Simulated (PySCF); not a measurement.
PySCF input file for ClFGeH4N2, SMILES [NH2][Ge]([NH2])([F])[Cl], TDA-PBE/def2-SVPD. Coordinates come from a TPSSh-D3(BJ)/def2-SVP optimisation. The values are those of a single conformer.

```python
import numpy as np
from pyscf import gto, scf, dft, tdscf

mol = gto.M(
    atom='''
    N    -1.59651274   -0.92121275   -0.50104626
    Ge   -0.03948379   -0.25237251    0.10230164
    N     1.32366712   -1.43810782   -0.06337804
    F    -0.10830385    0.05712777    1.81174076
    Cl    0.23982357    1.70873856   -0.78438229
    H    -1.57292649   -1.88338923   -0.83146757
    H    -2.16107828   -0.32308602   -1.09907777
    H     2.06015803   -1.29262296    0.62880814
    H     1.74498099   -1.47244291   -0.99211289
    ''',
    basis='def2-SVPD',
    charge=0,
    spin=0,
    max_memory=1600,
    verbose=4,
)
mf = dft.RKS(mol, xc='pbe').density_fit(auxbasis='def2-universal-jkfit')
mf.grids.level = 3
mf.conv_tol = 1e-9
mf.max_cycle = 100
mf.kernel()
mf.grids = dft.Grids(mol).set(level=1).build(with_non0tab=True)  # coarser grid for the response kernel
td = tdscf.TDA(mf)
td.singlet = True
td.nstates = 10
td.conv_tol = 1e-4
td.positive_eig_threshold = 1e-6
td.kernel(x0=td.get_init_guess(mf, 15))
td.analyze()
tt = tdscf.TDA(mf)
tt.singlet = False
tt.nstates = 4
tt.conv_tol = 1e-4
tt.positive_eig_threshold = 1e-6
tt.kernel(x0=tt.get_init_guess(mf, 9))
tt.analyze(verbose=3)
```

Output:

```
PySCF version 2.14.0

[INPUT] verbose = 4
[INPUT] num. atoms = 9
[INPUT] num. electrons = 76
[INPUT] charge = 0
[INPUT] spin (= nelec alpha-beta = 2S) = 0
[INPUT] symmetry False subgroup None
[INPUT] Mole.unit = angstrom
[INPUT] Symbol           X                Y                Z      unit          X                Y                Z       unit  Magmom
[INPUT]  1 N     -1.596512740000  -0.921212750000  -0.501046260000 AA   -3.016971832979  -1.740839799957  -0.946840207138 Bohr   0.0
[INPUT]  2 Ge    -0.039483790000  -0.252372510000   0.102301640000 AA   -0.074613549460  -0.476914925269   0.193322081694 Bohr   0.0
[INPUT]  3 N      1.323667120000  -1.438107820000  -0.063378040000 AA    2.501368336892  -2.717629917395  -0.119767137912 Bohr   0.0
[INPUT]  4 F     -0.108303850000   0.057127770000   1.811740760000 AA   -0.204664614736   0.107955839407   3.423693845111 Bohr   0.0
[INPUT]  5 Cl     0.239823570000   1.708738560000  -0.784382290000 AA    0.453200865515   3.229047896884  -1.482267705059 Bohr   0.0
[INPUT]  6 H     -1.572926490000  -1.883389230000  -0.831467570000 AA   -2.972400280173  -3.559089830655  -1.571245988758 Bohr   0.0
[INPUT]  7 H     -2.161078280000  -0.323086020000  -1.099077770000 AA   -4.083846082946  -0.610544092476  -2.076955974898 Bohr   0.0
[INPUT]  8 H      2.060158030000  -1.292622960000   0.628808140000 AA    3.893134450023  -2.442703376725   1.188275169497 Bohr   0.0
[INPUT]  9 H      1.744980990000  -1.472442910000  -0.992112890000 AA    3.297536163672  -2.782513833958  -1.874821646751 Bohr   0.0

nuclear repulsion = 511.293941765063
number of shells = 66
number of NR pGTOs = 258
number of NR cGTOs = 160
basis = def2-SVPD
ecp = {}


[settings echo left out]
init E= -2747.44789542595
  HOMO = -0.313748379259974  LUMO = -0.0776946156945009  gap/eV = 6.42335
cycle= 1 E= -2747.64151701132  delta_E= -0.194  |g|=    1  |ddm|= 3.84
  HOMO = -0.166639926068907  LUMO = -0.0396273654680899  gap/eV = 3.45619
cycle= 2 E= -2747.05911395428  delta_E= 0.582  |g|= 2.06  |ddm|= 3.69
  HOMO = -0.247371694714462  LUMO = -0.0538837758141737  gap/eV = 5.26507
cycle= 3 E= -2747.79912405802  delta_E= -0.74  |g|= 0.269  |ddm|= 2.46
  HOMO = -0.252907462960872  LUMO = -0.0570513434210711  gap/eV = 5.32952
cycle= 4 E= -2747.81258358784  delta_E= -0.0135  |g|= 0.0771  |ddm|= 0.338
  HOMO = -0.24927754059784  LUMO = -0.0590318597259558  gap/eV = 5.17685
cycle= 5 E= -2747.81336110243  delta_E= -0.000778  |g|= 0.0392  |ddm|= 0.123
  HOMO = -0.251215633959909  LUMO = -0.0579709803953734  gap/eV = 5.25845
cycle= 6 E= -2747.81373034399  delta_E= -0.000369  |g|= 0.00944  |ddm|= 0.0603
  HOMO = -0.250597656396757  LUMO = -0.0575517663343041  gap/eV = 5.25305
cycle= 7 E= -2747.8137503353  delta_E= -2e-05  |g|= 0.00229  |ddm|= 0.0131
  HOMO = -0.250799721117316  LUMO = -0.0576802577812576  gap/eV = 5.25505
cycle= 8 E= -2747.81375175082  delta_E= -1.42e-06  |g|= 0.000435  |ddm|= 0.00301
  HOMO = -0.250814828624855  LUMO = -0.0576649170071413  gap/eV = 5.25588
cycle= 9 E= -2747.81375178749  delta_E= -3.67e-08  |g|= 0.000158  |ddm|= 0.00069
  HOMO = -0.250798533647188  LUMO = -0.0576668214297928  gap/eV = 5.25538
cycle= 10 E= -2747.8137517922  delta_E= -4.7e-09  |g|= 7.16e-05  |ddm|= 0.00027
  HOMO = -0.250805652040836  LUMO = -0.0576686014805152  gap/eV = 5.25553
cycle= 11 E= -2747.81375179334  delta_E= -1.14e-09  |g|= 2.11e-05  |ddm|= 0.000106
  HOMO = -0.250803963154875  LUMO = -0.0576675846251544  gap/eV = 5.25551
cycle= 12 E= -2747.81375179344  delta_E= -9.82e-11  |g|= 4.04e-06  |ddm|= 2.67e-05
  HOMO = -0.250804331138652  LUMO = -0.0576677830215102  gap/eV = 5.25551
Extra cycle  E= -2747.81375179345  delta_E= -6.82e-12  |g|= 5.26e-06  |ddm|= 1.09e-05
converged SCF energy = -2747.81375179345
tot grids = 39160
Overwritten attributes  positive_eig_threshold  of <class 'pyscf.tdscf.rks.TDA'>


******** <class 'pyscf.tdscf.rks.TDA'> for <class 'pyscf.df.df_jk.DFRKS'> ********
nstates = 10 singlet
deg_eia_thresh = 1.000e-03
wfnsym = None
conv_tol = 0.0001
eigh lindep = 1e-12
eigh level_shift = 0
eigh max_cycle = 100


Excitation energies (eV)
[5.46103348 5.70688059 6.59057558 6.64228926 6.66700744 6.94072317
 7.14490504 7.35118783 7.42730138 7.6010867 ]

** Singlet excitation energies and oscillator strengths **
Excited State   1:      5.46103 eV    227.03 nm  f=0.0319
      38 -> 39       -0.69986
Excited State   2:      5.70688 eV    217.25 nm  f=0.0782
      37 -> 39        0.68937
Excited State   3:      6.59058 eV    188.12 nm  f=0.0130
      36 -> 39        0.57415
      38 -> 40        0.39554
Excited State   4:      6.64229 eV    186.66 nm  f=0.0331
      35 -> 39        0.17518
      36 -> 39       -0.39573
      38 -> 40        0.55093
Excited State   5:      6.66701 eV    185.97 nm  f=0.0201
      35 -> 39        0.66905
      38 -> 40       -0.19137
Excited State   6:      6.94072 eV    178.63 nm  f=0.0185
      37 -> 40       -0.66810
      37 -> 41       -0.17165
Excited State   7:      7.14491 eV    173.53 nm  f=0.0178
      38 -> 41        0.64642
      38 -> 42       -0.26590
Excited State   8:      7.35119 eV    168.66 nm  f=0.0117
      37 -> 41       -0.50268
      37 -> 42        0.47123
Excited State   9:      7.42730 eV    166.93 nm  f=0.0198
      33 -> 39        0.14597
      37 -> 40       -0.14072
      37 -> 41        0.40391
      37 -> 42        0.51389
Excited State  10:      7.60109 eV    163.11 nm  f=0.0054
      33 -> 39        0.21695
      34 -> 39        0.42014
      38 -> 41        0.19661
      38 -> 42        0.46190

** Transition electric dipole moments (AU) **
state          X           Y           Z        Dip. S.      Osc.
  1        -0.4123     -0.1340      0.2245      0.2384      0.0319
  2         0.1218     -0.7336      0.0792      0.5593      0.0782
  3         0.0581     -0.0512      0.2724      0.0802      0.0130
  4         0.1990     -0.0328     -0.4032      0.2032      0.0331
  5         0.2847      0.1909      0.0748      0.1231      0.0201
  6         0.3272     -0.0080     -0.0422      0.1089      0.0185
  7        -0.0855     -0.0067      0.3076      0.1020      0.0178
  8         0.0023      0.2451     -0.0685      0.0648      0.0117
  9         0.2019     -0.2441      0.0921      0.1088      0.0198
 10         0.1563      0.0328      0.0602      0.0291      0.0054

** Transition velocity dipole moments (imaginary part, AU) **
state          X           Y           Z        Dip. S.      Osc.
  1        -0.0568     -0.0151      0.0350      0.0047      0.0155
  2         0.0115     -0.0980      0.0108      0.0099      0.0313
  3         0.0211     -0.0070      0.0527      0.0033      0.0090
  4         0.0456     -0.0172     -0.0858      0.0097      0.0266
  5         0.0748      0.0298      0.0174      0.0068      0.0185
  6         0.0650      0.0348     -0.0121      0.0056      0.0146
  7        -0.0349     -0.0095      0.0810      0.0079      0.0200
  8         0.0118      0.0423     -0.0184      0.0023      0.0056
  9         0.0237     -0.0293      0.0168      0.0017      0.0042
 10        -0.0073     -0.0064      0.0206      0.0005      0.0012

** Transition magnetic dipole moments (imaginary part, AU) **
state          X           Y           Z
  1         0.1430     -0.2662      0.0638
  2         0.0387      0.0314      0.3673
  3        -0.3484      0.2362      0.0048
  4        -0.0043      0.4177     -0.0538
  5         0.1267     -0.0793      0.2694
  6        -0.2011     -0.1433     -0.6567
  7         0.2485     -0.4047     -0.0293
  8        -0.0348      0.0267     -0.2768
  9         0.2292      0.1132     -0.2280
 10        -0.1282      0.2970     -0.1994


******** <class 'pyscf.tdscf.rks.TDA'> for <class 'pyscf.df.df_jk.DFRKS'> ********
nstates = 4 triplet
deg_eia_thresh = 1.000e-03
wfnsym = None
conv_tol = 0.0001
eigh lindep = 1e-12
eigh level_shift = 0
eigh max_cycle = 100


Excitation energies (eV)
[5.08445101 5.21425865 6.23262027 6.3181607 ]

** Triplet excitation energies and oscillator strengths **
Excited State   1:      5.08445 eV    243.85 nm  f=0.0000
Excited State   2:      5.21426 eV    237.78 nm  f=0.0000
Excited State   3:      6.23262 eV    198.93 nm  f=0.0000
Excited State   4:      6.31816 eV    196.23 nm  f=0.0000
```

Self-consistency was reached.
